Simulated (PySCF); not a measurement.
PySCF input for GeHBr, SMILES [Br][GeH] (connectivity only; charge and spin as stated), neutral, multiplicity 1, HF/pcSseg-2. Geometry: PBE0-D3(BJ)/def2-TZVP.

```python
import numpy as np
from pyscf import gto, scf, dft
from pyscf.prop.nmr import rhf as nmr

mol = gto.M(
    atom='''
    Ge    0.05082257   -1.20168534    0.00000000
    H    -1.54251760   -1.32872640    0.00000000
    Br   -0.00239442    1.13664735    0.00000000
    ''',
    basis='pcSseg-2',
    charge=0,
    spin=0,
    max_memory=1600,
    verbose=3,
)
mf = scf.RHF(mol)
mf.conv_tol = 1e-10
mf.max_cycle = 100
mf.kernel()
n = nmr.NMR(mf)
n.verbose = 2
n.max_cycle_cphf = 60
sigma = n.kernel()
print('atom   isotropic/ppm   span/ppm')
for i, s in enumerate(sigma):
    w = np.linalg.eigvalsh((s + s.T) / 2)
    print(f'{mol.atom_symbol(i):2s}{i + 1:3d} {w.mean():14.3f} {w[2] - w[0]:11.3f}')
```

It prints:

```
converged SCF energy = -4648.4344580183
atom   isotropic/ppm   span/ppm
Ge  1        382.302    3010.610
H   2         21.456      10.204
Br  3       1912.554    2696.157
```

The run converged.
